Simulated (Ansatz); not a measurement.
Q: Predict a relaxed structure of Si4Te3⁺, charge 1, doublet, at PBE-D4/def2-SVP (Ansatz).

A: 
```xyz
7

Si    1.620    1.477   -0.293
Si   -1.416   -1.682   -0.173
Si   -0.667    0.793   -0.534
Si    0.339   -0.736    1.251
Te    1.303   -1.141   -1.175
Te   -2.870    0.218   -1.403
Te    1.691    1.071    2.327
```
 This is one stationary point.

In the def2 sets Te takes a core potential; there is no spin–orbit coupling. The relaxation made no stability test and no search for a lower SCF solution. The structure comes from a short search, and lower isomers may exist.
